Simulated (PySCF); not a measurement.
**Dipole response of Tc³⁺ (technetium, charge +3)**

[Kr] 4d4, high-spin 5D determinant. Calculation: PySCF 2.14, in aug-cc-pVTZ-PP with one added diffuse shell each of s, p, d, f, g type with ECP28MDF (7s7p6d4f3g, 113 functions); a scalar-relativistic core potential. Coupled (time-dependent) response in atomic units; α is the mean over directions.

| method | mean α (bohr³) | α xx, yy, zz | C₆ (like pair) | S(−4) |
| --- | --- | --- | --- | --- |
| B3LYP | 5.450 | 5.232, 5.232, 5.887 | 24.60 | 7.566 |

S(−4) is the Cauchy moment in α(ω) = α(0) + S(−4) ω² + …

Spin-orbit coupling is absent.

α(iu) at B3LYP:

| u (hartree) | α(iu) (bohr³) |
| --- | --- |
| 0 | 5.450 |
| 0.0500 | 5.431 |
| 0.100 | 5.376 |
| 0.200 | 5.175 |
| 0.300 | 4.894 |
| 0.500 | 4.257 |
| 0.750 | 3.526 |
| 1.00 | 2.929 |
| 1.50 | 2.064 |
| 2.00 | 1.499 |
| 3.00 | 0.8631 |
| 5.00 | 0.3740 |

For an ion, C₆ is the dispersion term alone; charge-induced terms of lower order in 1/R come first.

The components differ because the open shell of this determinant is not spherical; for a pure term their mean is the scalar polarisability.

Energies and moments cover only the electrons outside the core potential.
